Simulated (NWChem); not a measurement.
Species: C$_{4}$H$_{8}$; SMILES CC1CC1

All runs: NWChem. Pople sets run with spherical d functions. All runs use the structure optimised with PBE-D3(BJ)/def2-SVP. Vertical excitations in the gas phase; the lowest state need not have the same character in each row.

Task: Among these, which level gives the lowest value of “lowest excitation, singlet (eV)”?
(A) B3LYP/6-31+G*, TDA
(B) PBE/6-31+G*, TDA
(C) PBE0/6-31+G*, TDA

Result: B, PBE/6-31+G*, TDA. Values: PBE/6-31+G*, TDA 6.54; B3LYP/6-31+G*, TDA 6.98; PBE0/6-31+G*, TDA 7.25
